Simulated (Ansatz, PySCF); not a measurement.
Gas-phase reaction in SMILES: [I][In][I] -> [In][I] + I atom (the I-In bond at the site shown breaks; other sites are not compared here)
Structures are relaxed separately at B3LYP-D3(BJ)/def2-TZVP in Ansatz (a program for electronic structure). A spin state is the lowest found, not a proven ground state.
Geometry of the first species:
```xyz
3

In     0.7797     0.3819     0.2539
I     -0.7476     1.6431    -1.6656
I      0.0268    -1.9962     1.4308
```
Charge 0, spin multiplicity 2.

Wanted: bond dissociation energy (enthalpy at 298 K, with B3LYP-D3(BJ) rigid-rotor harmonic-oscillator terms from PySCF), in kcal/mol. Correlated levels leave the core frozen unless marked. Open shells are spin-unrestricted. Spin-orbit coupling is left out. Frozen are the shells of the preceding noble gas and the d and f shells that filled before the atom's block. Past Kr the def2 sets carry scalar-relativistic core potentials. CBS marks a two-point X^-3 extrapolation of the correlation energy; Hartree-Fock from the larger set. The bracket is a focal-point correction in the basis named.

```
level                        program  bond dissociation energy (kcal/mol)
--------------------  --------------  -----------------------------------
revPBE-D4/def2-TZVPD  Ansatz + dftd4                                 29.1
PBE-QIDH/def2-TZVPD           Ansatz                                 31.3
```

Q: Estimate the value at RI-MP2/CBS(def2-TZVPPD,def2-QZVPPD)+[CCSD(T)-MP2]/def2-TZVPPD as computed with Ansatz.

A: 30.4 kcal/mol
